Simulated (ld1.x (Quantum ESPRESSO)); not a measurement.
bismuth: one change to a TM potential, before and after

```json
{
  "Element": "Bi",
  "Generator": "ld1.x (Quantum ESPRESSO) 7.5",
  "Type": "norm-conserving Troullier–Martins (Kleinman–Bylander form)",
  "Functional": "PBEsol",
  "Relativity": "scalar-relativistic",
  "Frozen core": "[Xe] 4f14 5d10",
  "Valence charge": "5",
  "Reference configuration": "6s2 6p2 (charge +1)",
  "Partial waves": "6s (bound): rc 1.75 bohr; 6p (bound): rc 2.20 bohr",
  "Local potential": "the p channel",
  "Core correction": "none"
}
```

Change: functional revPBE.

Cutoffs: the cutoffs (Ry, on a coarse ladder) from which the occupation-weighted sum of valence levels, in a spherical-Bessel basis at the reference potential, stays within 10 and 1 mRy of its value at 400 Ry; they do not see the model core or the augmentation charge, which bear on the density cutoff. Errors are all-electron minus pseudo energies relative to the spin-unpolarised reference configuration.

Problem. How do hardness, ghosts and transferability respond?

Solution. The potential gets neither clearly harder nor softer (30 Ry and 50 Ry → 30 Ry and 50 Ry); both files keep a bound ghost (d); of the 7 tests that both files solve, the error grows in 6 and shrinks in 1 by more than 15 % and 0.3 meV (median size 8.3 → 7.8 meV).

| quantity | base | changed |
| --- | --- | --- |
| cutoff, loose | 30 Ry | 30 Ry |
| cutoff, tight | 50 Ry | 50 Ry |
| bound ghosts | d | d |
| error for 6s2 6p3, meV [ΔE -7.95 → -7.84 eV] | +2.3 | +5.3 |
| error for 6s2 6p1, meV [ΔE 15.29 → 15.15 eV] | -8.3 | -3.6 |
| error for 6s2 6p0, meV [ΔE 38.65 → 38.35 eV] | +12 | +46 |
| error for 6s2 6p3.3, meV [ΔE -9.05 → -8.92 eV] | +2.7 | +7.8 |
| error for 6s2 6p2.5, meV [ΔE -4.84 → -4.78 eV] | +1.7 | +2.5 |
| error for 6s1 6p3, meV [ΔE 10.86 → 10.82 eV] | +13 | +21 |
| error for 6s0 6p5, meV [ΔE 12.63 eV] | +58 | +107 |
| s: phases at 2.40 bohr within 0.05 rad from the reference energy up to (Ry; the scan ends near 5) | 1.5 | 1.5 |
| p: phases at 2.40 bohr within 0.05 rad from the reference energy up to (Ry; the scan ends near 5) | 3.2 | 3.2 |

 A true bound ghost makes a file unfit for plane-wave use even where its test errors are small: the radial tests pick states by their node count and pass the ghost by.
